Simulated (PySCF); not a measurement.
## State search for ZnS⁺

Unrestricted PBE0; Zn def2-TZVPPD, S def2-TZVPPD; no relativity (PySCF 2.14). Outer shells of the fragments: Zn+ 3d10 4s1; S 3s2 3p4.

Followed along the bond (rough minima from three points):

```json
{"2Ms+1": "2", "unpaired": "π ↑", "⟨S²⟩ at the start": "0.76", "R at minimum (Å)": "2.16", "Te (eV)": "0.00"}
{"2Ms+1": "4", "unpaired": "σ ↑, π ↑↑", "⟨S²⟩ at the start": "3.76", "R at minimum (Å)": "2.59", "Te (eV)": "0.78"}
{"2Ms+1": "2", "unpaired": "σ ↓, π ↑↑", "⟨S²⟩ at the start": "1.76", "R at minimum (Å)": "2.58", "Te (eV)": "0.96"}
{"2Ms+1": "2", "unpaired": "σ ↑, π ↑↓", "⟨S²⟩ at the start": "1.76", "R at minimum (Å)": "2.58", "Te (eV)": "1.29"}
```

Solutions found at the starting distance of 2.275 Å, counted from the lowest of them; the search is not exhaustive and high or unbound solutions are not listed, so other states can lie among these:

```tsv
2Ms+1	unpaired	term	E (eV)	⟨S²⟩	⟨Lz²⟩	μ (D)
2	π ↑	²Π	0.00	0.76	1.01	-3.65
4	σ ↑, π ↑↑	⁴Σ⁻	0.91	3.76	0.00	1.57
2	σ ↓, π ↑↑	mixed	1.08	1.76	0.00	1.57
2	σ ↑, π ↑↓	mixed	1.41	1.76	2.03	1.56
4	σ ↑↑, π ↑	⁴Π	2.56	3.76	1.01	0.50
2	σ ↑	mixed	2.87	0.75	2.01	1.54
4	π ↑↑↑	⁴Π	4.92	3.76	1.00	0.84
4	σ ↑, π ↑↑	mixed	6.63	3.76	2.01	-0.18
4	σ ↑, π ↑↑	mixed	6.83	3.76	2.01	-0.06
2	π ↑	²Π	7.80	0.76	1.02	6.84
```

A term symbol is given only where ⟨S²⟩ and ⟨Lz²⟩ are close to those of a pure state; real π, δ and φ orbitals otherwise mix terms. A positive dipole points towards S; it is taken about the centre of mass and depends on that origin.

Problem. Compare the gap between the two lowest followed solutions at the starting distance with the gap between their minima.

Solution. At PBE0 the second solution (quartet, unpaired electrons σ ↑, π ↑↑) lies +0.91 eV from the first (doublet, unpaired electrons π ↑) at 2.275 Å and +0.78 eV at the minima; the two curves relax by different amounts, since their minima lie near 2.59 and 2.16 Å.

Counting both spins, an empty level lies below a filled one in some of these solutions, because spin and occupation are held.
